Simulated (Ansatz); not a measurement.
Ansatz (a quantum-chemistry and plane-wave program) input (X2C-CCSD(T)/cc-pVTZ-DK):

Ansatz 0.2 input:
```yaml
crystal:
  periodic: [false, false, false]
  atoms:
    - {symbol: C, position_ang: [2.47773458, 0.02852564, 0.49533269]}
    - {symbol: Si, position_ang: [1.01021578, -0.29693065, -0.62402306]}
    - {symbol: O, position_ang: [-0.36728444, 0.00476699, 0.22807794]}
    - {symbol: Si, position_ang: [-1.99802278, 0.16940433, 0.21054206]}
    - {symbol: H, position_ang: [2.44338838, 1.05765918, 0.86473526]}
    - {symbol: H, position_ang: [2.47725117, -0.64417995, 1.35387348]}
    - {symbol: H, position_ang: [3.41190641, -0.11160024, -0.05200485]}
    - {symbol: H, position_ang: [1.04166017, 0.61108020, -1.81251928]}
    - {symbol: H, position_ang: [-2.63872944, -1.12101351, -0.13398450]}
    - {symbol: H, position_ang: [-2.39971165, 1.19017582, -0.78585565]}
    - {symbol: H, position_ang: [-2.43459884, 0.59395737, 1.55786990]}
basis:
  gaussian:
    orbitals: cc-pVTZ-DK
magnetization: {spin_polarized: true, initial_magnetization: 1}
correlation: {method: ccsd_t, electrons: outside_noble_gas}
```

Output:

```
Functional definition: HF
integrals: 1.92 GiB planned
1278 factors; integrals over basis functions are off by at most 1.4e-3 eV
1.22 GiB of device memory are held for the factors and their scratch space
mean field: 1.11 GiB planned
mean field evaluation 1: about -18936.8889 eV, gradient 2.9e1 eV
mean field evaluation 2: about -18936.9066 eV, gradient 2.9e1 eV
mean field evaluation 4: about -18940.9983 eV, gradient 3.5e0 eV
mean field evaluation 8: about -18941.1111 eV, gradient 1.3e-1 eV
mean field evaluation 16: about -18941.0719 eV, gradient 1.1e0 eV
mean field -18941.11152653 eV, -696.0730098535 hartree, gradient 2.0e-6 eV, S^2 0.753598; 0 other end points of the search recorded, 0 dependent functions left out
12 core orbitals not correlated
reference -18941.11152653 eV, -696.0730098535 hartree; 13, 12 occupied and 201, 202 virtual orbitals, 1278 factors
second order -17.45007932 eV of doubles, -0.00000000 eV of singles
coupled cluster: 13.43 GiB planned
cycle   1  -18.16658400 eV  change   -7.2e-1 eV  update   9.6e-2
cycle   2  -18.66250559 eV  change   -5.0e-1 eV  update   3.0e-2
cycle   3  -18.77674443 eV  change   -1.1e-1 eV  update   1.6e-2
cycle   4  -18.76940091 eV  change    7.3e-3 eV  update   4.4e-3
cycle   5  -18.76876702 eV  change    6.3e-4 eV  update   2.2e-3
cycle   6  -18.76900274 eV  change   -2.4e-4 eV  update   7.8e-4
cycle   7  -18.76889268 eV  change    1.1e-4 eV  update   3.2e-4
cycle   8  -18.76904104 eV  change   -1.5e-4 eV  update   1.1e-4
cycle   9  -18.76907040 eV  change   -2.9e-5 eV  update   3.5e-5
cycle  10  -18.76905147 eV  change    1.9e-5 eV  update   1.4e-5
perturbative correction -0.65802634 eV, -0.0241820221 hartree
Total energy: -18960.53860434 eV, -696.7869417948 hartree
Relativity: scalar
```

It need not be the lowest isomer of its formula.
